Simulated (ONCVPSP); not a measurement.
Plane-wave convergence, ONCV potential for Ni

Ni (Z = 28), optimised norm-conserving Vanderbilt (ONCV), made with ONCVPSP 4.0.1 (PW91, scalar-relativistic). Core [Ne], reference 3s2 3p6 3d8 4s1 4p1. Waves: 3s+4s: rc 1.20 bohr, ncon 5, nbas 9, qcut 11 1/bohr, 2 projectors; 3p+4p: rc 1.35 bohr, ncon 3, nbas 7, qcut 10.3 1/bohr, 2 projectors; 3d: rc 1.00 bohr, ncon 4, nbas 9, qcut 19.1 1/bohr, 2 projectors, debl 0.6 Ha. Local part: polynomial inside 0.80 bohr (lpopt 3, dvloc0 4 Ha). Core correction: Teter function fitted to the true core (icmod 2), fcfact 0.35.

Q: For each optimised wave give the share of its norm inside rc, the residual kinetic energy above qcut (Ha) and the cutoffs (Ha) for errors of 10, 1, 0.1 and 0.01 mHa per electron.

A:

```tsv
wave	norm inside rc	residual KE	10 mHa	1 mHa	0.1 mHa	0.01 mHa
3s	0.937	1.0e-05	35.4	45.5	53.1	60.6
4s	0.038	3.0e-06	22.5	38.2	48.6	56.8
3p	0.945	4.6e-07	29.5	36.7	42.6	47.1
4p	0.019	4.9e-08	18.1	27.6	35.6	42.2
3d	0.608	1.3e-07	94.4	115.8	133.8	148.8
d projector 2	0.027	3.2e-10	62.1	89.5	112.2	131.1
```

The occupied waves need 116 Ha and 134 Ha for 1 and 0.1 mHa. Note: no bound ghost flagged; GHOST(+) flagged for p at 82.7 eV.
